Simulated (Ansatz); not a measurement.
## Nudged elastic band run: CH4BFSe

Input file:

```yaml
crystal:
  periodic: [false, false, false]
  atoms:
    - { symbol: C, position_ang: [-0.696328, 0.999123, -0.505122] }
    - { symbol: Se, position_ang: [0.378122, 0.574188, 1.073047] }
    - { symbol: B, position_ang: [0.899093, -1.239348, 0.632879] }
    - { symbol: F, position_ang: [1.666324, -1.894931, 1.473027] }
    - { symbol: H, position_ang: [-1.456663, 0.239357, -0.662075] }
    - { symbol: H, position_ang: [-1.176982, 1.954588, -0.31108] }
    - { symbol: H, position_ang: [-0.061944, 1.086391, -1.382581] }
    - { symbol: H, position_ang: [0.540678, -1.776368, -0.373897] }
basis:
  gaussian: { orbitals: def2-SVP }
hamiltonian:
  xc: hf
neb:
  order_check: false
  images: 7
  f_tol: 0.05
  max_iterations: 60
  final_atoms:
    - { symbol: C, position_ang: [-0.82658326, 0.90566384, -0.48344543] }
    - { symbol: Se, position_ang: [-0.43534574, -0.02454312, 1.19209408] }
    - { symbol: B, position_ang: [1.04183693, -1.1358548, 0.61109281] }
    - { symbol: F, position_ang: [1.6117567, -1.93236381, 1.48590589] }
    - { symbol: H, position_ang: [-1.74803, 1.46092238, -0.32798889] }
    - { symbol: H, position_ang: [-0.02568084, 1.59740808, -0.72860924] }
    - { symbol: H, position_ang: [-0.96902966, 0.19138966, -1.28935096] }
    - { symbol: H, position_ang: [1.44337585, -1.11962222, -0.51550026] }
  initial_path:
    images:
      - { positions_ang: [[-0.696328, 0.999123, -0.505122], [0.378122, 0.574188, 1.073047], [0.899093, -1.239348, 0.632879], [1.666324, -1.894931, 1.473027], [-1.456663, 0.239357, -0.662075], [-1.176982, 1.954588, -0.31108], [-0.061944, 1.086391, -1.382581], [0.540678, -1.776368, -0.373897]] }
      - { positions_ang: [[-0.69091419, 0.97387488, -0.4846147], [0.10918407, 0.41805034, 1.11421374], [0.85845029, -1.24682757, 0.61331973], [1.80390501, -1.64197276, 1.3028624], [-1.51435025, 0.40857211, -0.72638685], [-0.98882499, 1.97473606, -0.28339734], [-0.02052776, 0.94876426, -1.31573054], [0.53537783, -1.89219734, -0.27606844]] }
      - { positions_ang: [[-0.68550038, 0.94862677, -0.46410741], [-0.15975387, 0.26191268, 1.15538048], [0.81780757, -1.25430713, 0.59376047], [1.94148601, -1.38901452, 1.1326978], [-1.5720375, 0.57778722, -0.79069871], [-0.80066798, 1.99488412, -0.25571469], [0.02088847, 0.81113753, -1.24888007], [0.53007767, -2.00802667, -0.17823988]] }
      - { positions_ang: [[-0.68008657, 0.92337865, -0.44360011], [-0.4286918, 0.10577502, 1.19654722], [0.77716486, -1.2617867, 0.5742012], [2.07906702, -1.13605627, 0.96253319], [-1.62972475, 0.74700232, -0.85501056], [-0.61251098, 2.01503219, -0.22803203], [0.06230471, 0.67351079, -1.18202961], [0.5247775, -2.12385601, -0.08041131]] }
      - { positions_ang: [[-0.67467275, 0.89813054, -0.42309281], [-0.69762973, -0.05036264, 1.23771396], [0.73652215, -1.26926627, 0.55464193], [2.21664803, -0.88309803, 0.79236859], [-1.687412, 0.91621743, -0.91932242], [-0.42435397, 2.03518025, -0.20034937], [0.10372094, 0.53588406, -1.11517914], [0.51947733, -2.23968534, 0.01741725]] }
      - { positions_ang: [[-0.71265038, 0.90001386, -0.43818097], [-0.63205874, -0.04390776, 1.22630899], [0.81285084, -1.2359134, 0.56875465], [2.0654252, -1.14541448, 0.96575292], [-1.7025665, 1.05239367, -0.77148903], [-0.32468569, 1.92573721, -0.33241434], [-0.16446671, 0.44976046, -1.1587221], [0.75045196, -1.95966956, -0.11581213]] }
      - { positions_ang: [[-0.75062801, 0.90189719, -0.45326912], [-0.56648774, -0.03745288, 1.21490402], [0.88917954, -1.20256053, 0.58286737], [1.91420237, -1.40773092, 1.13913724], [-1.717721, 1.1885699, -0.62365565], [-0.2250174, 1.81629417, -0.46447931], [-0.43265436, 0.36363686, -1.20226505], [0.98142659, -1.67965378, -0.2490415]] }
      - { positions_ang: [[-0.78860563, 0.90378051, -0.46835728], [-0.50091674, -0.030998, 1.20349905], [0.96550824, -1.16920767, 0.59698009], [1.76297953, -1.67004736, 1.31252156], [-1.7328755, 1.32474614, -0.47582227], [-0.12534912, 1.70685112, -0.59654427], [-0.70084201, 0.27751326, -1.245808], [1.21240122, -1.399638, -0.38227088]] }
      - { positions_ang: [[-0.82658326, 0.90566384, -0.48344543], [-0.43534574, -0.02454312, 1.19209408], [1.04183693, -1.1358548, 0.61109281], [1.6117567, -1.93236381, 1.48590589], [-1.74803, 1.46092238, -0.32798889], [-0.02568084, 1.59740808, -0.72860924], [-0.96902966, 0.19138966, -1.28935096], [1.44337585, -1.11962222, -0.51550026]] }
```

Command:

```bash
$ ansatz run input.yaml --threads 1 --pin off --max-ram 2048MiB --backend cpu --events-out ev --progress --plain --runs-dir out
```

Output, in part (warnings, iteration lines, the closing report on the highest movable image, with atoms numbered from 0):

```
NEB end point (image 0): max|allowed force component| = 6.773e-3 eV/Å (the criterion of neb.relax_end_points is 1.000e-2)
NEB end point (image 8): max|allowed force component| = 4.064e-3 eV/Å (the criterion of neb.relax_end_points is 1.000e-2)
NEB iter   1: max|band force component| = 1.075e1 eV/Å  barrier→ = 2.6928 eV  barrier← = 2.6928 eV  Δτ_max = 0.1974 Å  (322 SCF iters)
NEB iter   2: max|band force component| = 3.559e0 eV/Å  barrier→ = 0.8587 eV  barrier← = 0.8587 eV  Δτ_max = 0.1988 Å  (256 SCF iters)
NEB iter   3: max|band force component| = 6.240e0 eV/Å  barrier→ = 1.2193 eV  barrier← = 1.2193 eV  Δτ_max = 0.1004 Å  (256 SCF iters)
NEB iter   4: max|band force component| = 1.119e0 eV/Å  barrier→ = 0.6944 eV  barrier← = 0.6944 eV  Δτ_max = 0.1991 Å  (239 SCF iters)
NEB iter   5: max|band force component| = 1.211e0 eV/Å  barrier→ = 0.6207 eV  barrier← = 0.6206 eV  Δτ_max = 0.1002 Å  (240 SCF iters)
NEB iter   6: max|band force component| = 9.671e-1 eV/Å  barrier→ = 0.5913 eV  barrier← = 0.5913 eV  Δτ_max = 0.1004 Å  (242 SCF iters)
NEB iter   7: max|band force component| = 5.252e-1 eV/Å  barrier→ = 0.5637 eV  barrier← = 0.5637 eV  Δτ_max = 0.0998 Å  (244 SCF iters)
NEB iter   8: max|band force component| = 2.955e-1 eV/Å  barrier→ = 0.5351 eV  barrier← = 0.5351 eV  CI = image 4  Δτ_max = 0.0991 Å  (242 SCF iters)
NEB iter   9: max|band force component| = 3.453e-1 eV/Å  barrier→ = 0.5104 eV  barrier← = 0.5104 eV  CI = image 4  Δτ_max = 0.0503 Å  (242 SCF iters)
NEB iter  10: max|band force component| = 4.489e-1 eV/Å  barrier→ = 0.4920 eV  barrier← = 0.4920 eV  CI = image 4  Δτ_max = 0.0503 Å  (246 SCF iters)
NEB iter  11: max|band force component| = 3.899e-1 eV/Å  barrier→ = 0.4656 eV  barrier← = 0.4656 eV  CI = image 4  Δτ_max = 0.0499 Å  (247 SCF iters)
NEB iter  12: max|band force component| = 3.655e-1 eV/Å  barrier→ = 0.4384 eV  barrier← = 0.4384 eV  CI = image 4  Δτ_max = 0.1008 Å  (247 SCF iters)
NEB iter  13: max|band force component| = 3.096e-1 eV/Å  barrier→ = 0.3761 eV  barrier← = 0.3761 eV  CI = image 4  Δτ_max = 0.1007 Å  (244 SCF iters)
NEB iter  14: max|band force component| = 3.702e-1 eV/Å  barrier→ = 0.3193 eV  barrier← = 0.3193 eV  CI = image 4  Δτ_max = 0.1004 Å  (244 SCF iters)
NEB iter  15: max|band force component| = 3.403e-1 eV/Å  barrier→ = 0.2771 eV  barrier← = 0.2771 eV  CI = image 4  Δτ_max = 0.1002 Å  (241 SCF iters)
NEB iter  16: max|band force component| = 5.651e-1 eV/Å  barrier→ = 0.2353 eV  barrier← = 0.2353 eV  CI = image 4  Δτ_max = 0.0501 Å  (245 SCF iters)
NEB iter  17: max|band force component| = 2.625e-1 eV/Å  barrier→ = 0.2133 eV  barrier← = 0.2133 eV  CI = image 4  Δτ_max = 0.0501 Å  (247 SCF iters)
NEB iter  18: max|band force component| = 7.188e-1 eV/Å  barrier→ = 0.1933 eV  barrier← = 0.1933 eV  CI = image 4  Δτ_max = 0.0251 Å  (248 SCF iters)
NEB iter  19: max|band force component| = 2.734e-1 eV/Å  barrier→ = 0.1860 eV  barrier← = 0.1860 eV  CI = image 4  Δτ_max = 0.0501 Å  (250 SCF iters)
NEB iter  20: max|band force component| = 2.943e-1 eV/Å  barrier→ = 0.1762 eV  barrier← = 0.1762 eV  CI = image 4  Δτ_max = 0.1000 Å  (252 SCF iters)
NEB iter  21: max|band force component| = 2.972e-1 eV/Å  barrier→ = 0.1613 eV  barrier← = 0.1613 eV  CI = image 4  Δτ_max = 0.1985 Å  (247 SCF iters)
NEB iter  22: max|band force component| = 4.222e-1 eV/Å  barrier→ = 0.1030 eV  barrier← = 0.1030 eV  CI = image 4  Δτ_max = 0.1003 Å  (241 SCF iters)
NEB iter  23: max|band force component| = 3.664e-1 eV/Å  barrier→ = 0.0557 eV  barrier← = 0.0557 eV  CI = image 4  Δτ_max = 0.1001 Å  (247 SCF iters)
NEB iter  24: max|band force component| = 6.023e-1 eV/Å  barrier→ = 0.0313 eV  barrier← = 0.0313 eV  CI = image 4  Δτ_max = 0.1004 Å  (249 SCF iters)
NEB iter  25: max|band force component| = 1.454e0 eV/Å  barrier→ = 0.0877 eV  barrier← = 0.0877 eV  CI = image 6  Δτ_max = 0.0504 Å  (241 SCF iters)
NEB iter  26: max|band force component| = 1.484e0 eV/Å  barrier→ = 0.0226 eV  barrier← = 0.0226 eV  CI = image 6  Δτ_max = 0.0996 Å  (248 SCF iters)
NEB iter  27: max|band force component| = 1.231e0 eV/Å  barrier→ = 0.0365 eV  barrier← = 0.0365 eV  CI = image 1  Δτ_max = 0.2000 Å  (245 SCF iters)
NEB iter  28: max|band force component| = 3.400e-1 eV/Å  barrier→ = 0.0191 eV  barrier← = 0.0191 eV  CI = image 4  Δτ_max = 0.1065 Å  (239 SCF iters)
NEB iter  29: max|band force component| = 1.514e0 eV/Å  barrier→ = 0.0074 eV  barrier← = 0.0074 eV  CI = image 6  Δτ_max = 0.1878 Å  (248 SCF iters)
NEB iter  30: max|band force component| = 4.301e-1 eV/Å  barrier→ = 0.0148 eV  barrier← = 0.0148 eV  CI = image 4  Δτ_max = 0.1167 Å  (240 SCF iters)
NEB iter  31: max|band force component| = 1.024e0 eV/Å  barrier→ = 0.0144 eV  barrier← = 0.0144 eV  CI = image 3  Δτ_max = 0.0582 Å  (243 SCF iters)
NEB iter  32: max|band force component| = 1.197e0 eV/Å  barrier→ = 0.0051 eV  barrier← = 0.0051 eV  CI = image 6  Δτ_max = 0.1162 Å  (248 SCF iters)
NEB iter  33: max|band force component| = 4.158e-1 eV/Å  barrier→ = 0.0205 eV  barrier← = 0.0205 eV  CI = image 4  Δτ_max = 0.1456 Å  (247 SCF iters)
NEB iter  34: max|band force component| = 6.953e-1 eV/Å  barrier→ = 0.0197 eV  barrier← = 0.0197 eV  CI = image 6  Δτ_max = 0.0731 Å  (242 SCF iters)
NEB iter  35: max|band force component| = 4.259e-1 eV/Å  barrier→ = 0.0081 eV  barrier← = 0.0081 eV  CI = image 5  Δτ_max = 0.0861 Å  (244 SCF iters)
NEB iter  36: max|band force component| = 4.568e-1 eV/Å  barrier→ = 0.0055 eV  barrier← = 0.0055 eV  CI = image 6  Δτ_max = 0.0871 Å  (249 SCF iters)
NEB iter  37: max|band force component| = 3.797e-1 eV/Å  barrier→ = 0.0054 eV  barrier← = 0.0054 eV  CI = image 5  Δτ_max = 0.0576 Å  (251 SCF iters)
NEB iter  38: max|band force component| = 8.724e-2 eV/Å  barrier→ = 0.0052 eV  barrier← = 0.0052 eV  CI = image 5  Δτ_max = 0.1144 Å  (256 SCF iters)
NEB iter  39: max|band force component| = 6.649e-1 eV/Å  barrier→ = 0.0588 eV  barrier← = 0.0588 eV  CI = image 4  Δτ_max = 0.0579 Å  (253 SCF iters)
NEB iter  40: max|band force component| = 3.199e-1 eV/Å  barrier→ = 0.0166 eV  barrier← = 0.0166 eV  CI = image 4  Δτ_max = 0.1126 Å  (252 SCF iters)
NEB iter  41: max|band force component| = 1.070e0 eV/Å  barrier→ = 0.1072 eV  barrier← = 0.1072 eV  CI = image 6  Δτ_max = 0.0583 Å  (251 SCF iters)
NEB iter  42: max|band force component| = 5.432e-1 eV/Å  barrier→ = 0.0297 eV  barrier← = 0.0297 eV  CI = image 6  Δτ_max = 0.0833 Å  (251 SCF iters)
NEB iter  43: max|band force component| = 5.125e-1 eV/Å  barrier→ = 0.0281 eV  barrier← = 0.0280 eV  CI = image 6  Δτ_max = 0.0398 Å  (252 SCF iters)
NEB iter  44: max|band force component| = 1.591e-1 eV/Å  barrier→ = 0.0050 eV  barrier← = 0.0050 eV  CI = image 5  Δτ_max = 0.0245 Å  (255 SCF iters)
NEB iter  45: max|band force component| = 2.359e-2 eV/Å  barrier→ = 0.0050 eV  barrier← = 0.0050 eV  CI = image 5  Δτ_max = 0.0000 Å  (661 SCF iters)
Total energy: -69764.83527555 eV, -2563.8104080726 hartree
Atom 0 at    -0.803610     0.944400    -0.478347 Å, force     0.002343    -0.003032     0.006471 eV/Å
Atom 1 at    -0.135089     0.259695     1.228245 Å, force    -0.002335     0.001274    -0.003835 eV/Å
Atom 2 at     1.012453    -1.171460     0.609057 Å, force     0.005227    -0.000018     0.003982 eV/Å
Atom 3 at     1.660608    -1.883840     1.501753 Å, force    -0.001677    -0.000724    -0.002229 eV/Å
Atom 4 at    -1.889203     0.901518    -0.469752 Å, force    -0.000311     0.000504    -0.001440 eV/Å
Atom 5 at    -0.478653     1.974269    -0.597333 Å, force     0.000023    -0.000113    -0.001689 eV/Å
Atom 6 at    -0.420445     0.341693    -1.297096 Å, force    -0.001081     0.000899    -0.001074 eV/Å
Atom 7 at     1.146240    -1.423275    -0.552329 Å, force    -0.002189     0.001210    -0.000186 eV/Å
Dipole moment:    -0.170748     0.174102    -0.428300 e Å
```

The run converged. The top lies less than 8 meV above the higher end, about what the thresholds resolve: that end is a shoulder or a very shallow well. A vibrational analysis at the climbing image gives one clearly imaginary mode, 41i cm⁻¹: a first-order saddle point.

Final band (atoms are numbered from 1 in the order of the input):

| image | path coordinate (Å) | energy (kJ/mol) | dihedral H7–C1–Se2–B3 (°) |
| --- | --- | --- | --- |
| 0 | 0.00 | 0.0 | -69 |
| 1 | 0.35 | 0.0 | -56 |
| 2 | 0.70 | 0.1 | -42 |
| 3 | 1.04 | 0.3 | -27 |
| 4 | 1.39 | 0.5 | -12 |
| 5 | 1.74 | 0.5 | 3 |
| 6 | 2.13 | 0.4 | 20 |
| 7 | 2.53 | 0.2 | 37 |
| 8 | 2.92 | 0.0 | 53 |

Time of the run: 15 min on 1 thread of Intel(R) Xeon(R) Processor @ 2.70GHz (shared host), peak memory 0.2 GiB.
